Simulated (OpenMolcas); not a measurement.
Computed levels of 4f⁹ in ions with 63 electrons, in cm-1 above ⁶H°_15/2.

| Quantity | Value |
| --- | --- |
| Program | OpenMolcas 26.06 |
| Method | SS-RASPT2, IPEA 0.25 Eh, imaginary shift 0.1 Eh |
| Basis | ANO-R2 |
| Scalar Hamiltonian | X2C, finite nucleus |
| Spin-orbit coupling | RASSI with atomic mean-field integrals over the reference wave functions, term energies averaged over their components |

Active space for each ion: 9 electrons in 12 orbitals (RAS2 4f; RAS3 5d, at most 1 electron); closed shells correlated by CASPT2: 5s 5p.

| Level | Tb2+ | Ho4+ |
| --- | --- | --- |
| ⁶H°_13/2 | 2860 | 4270 |
| ⁶H°_11/2 | 4970 | 7180 |
| ⁶H°_9/2 | 6610 | 9470 |
| ⁶F°_11/2 | 7140 | 9630 |
| ⁶H°_7/2 | 7890 | 11280 |
| ⁶F°_9/2 | 8500 | 11230 |
| ⁶H°_5/2 | 8890 | 12650 |
| ⁶F°_7/2 | 10080 | 13580 |
| ⁶F°_5/2 | 11270 | 15290 |

**Question.** Estimate ⁶H°_5/2, ⁶F°_11/2, ⁶F°_9/2 for Dy3+ from its neighbours Tb2+ and Ho4+.

**Answer.** ⁶H°_5/2 is fine structure, which grows about as the fourth power of a screened charge, so the fourth roots are averaged: ((8890^0.25 + 12650^0.25) / 2)^4 = 10646. The calculation gives 10700, so the estimate is off by -0.5 %.
⁶F°_11/2 is another term, which grows about linearly with the charge: (7140 + 9630) / 2 = 8385. The calculation gives 8430, so the estimate is off by -0.5 %.
⁶F°_9/2 is another term, which grows about linearly with the charge: (8500 + 11230) / 2 = 9865. The calculation gives 9890, so the estimate is off by -0.3 %.

CASPT2 breaks the degeneracy within a term, and the mean is taken; among the terms shown or strongly mixed into the levels shown the widest spread is 76 cm-1 (4f⁹ ⁶F°, Ho4+). Each CASPT2 term energy is a mean over a sample of three components. High states are left out of the spin-orbit mixing, which shifts the levels that they would mix with. Levels of configurations outside the active space are missing.

° marks odd parity.
